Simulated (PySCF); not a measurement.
**[La(PH3)2]3+: from a saddle point downhill**

PySCF 2.14.0, RKS B3LYP, La lcecp-1-SVP with ECP46, P def2-SVP, H def2-SVP; non-relativistic Hamiltonian with scalar-relativistic core potentials where named; density fitting; no spin-orbit coupling. Relaxed within the symmetry of its start, the geometry (D3h) is

```xyz
9

La    0.0000    0.0000    0.0000
P     0.0000    0.0000    3.1874
H     1.2910    0.0000    3.7825
H    -0.6455    1.1180    3.7825
H    -0.6455   -1.1180    3.7825
P     0.0000    0.0000   -3.1874
H     1.2910    0.0000   -3.7825
H    -0.6455   -1.1180   -3.7825
H    -0.6455    1.1180   -3.7825
```

and its lowest harmonic modes are -88, -88, -25, 174, 202, 339 cm⁻¹ (negative: unstable). It was moved along the lowest mode and relaxed again, within the group Cs that the move left.

**Question.** Where does it end, and how much lower?

**Answer.** In Cs, 0.465 eV lower, after 14 steps:
```xyz
9

La   -1.4354    0.2828    0.0000
P     0.1897   -0.0314    2.6346
H     1.6014   -0.0353    2.4741
H    -0.0651    1.0050    3.5741
H    -0.0983   -1.2337    3.3367
P     0.1897   -0.0314   -2.6346
H     1.6014   -0.0353   -2.4741
H    -0.0983   -1.2337   -3.3367
H    -0.0651    1.0050   -3.5741
```

**Question.** How do the contacts change?

**Answer.** 
```csv
contact,saddle (Å),end (Å)
La1–P2 (PH3),3.187,3.111
La1–P6 (PH3),3.187,3.111
```


**Question.** Is the end a minimum?

**Answer.** Yes, as far as the noise of the softest modes lets one tell (those above −25 cm⁻¹ count as noise); lowest modes 1, 7, 44, 190, 205, 384 cm⁻¹.

State: singlet in the valence, with the 4f electrons in the core potential.
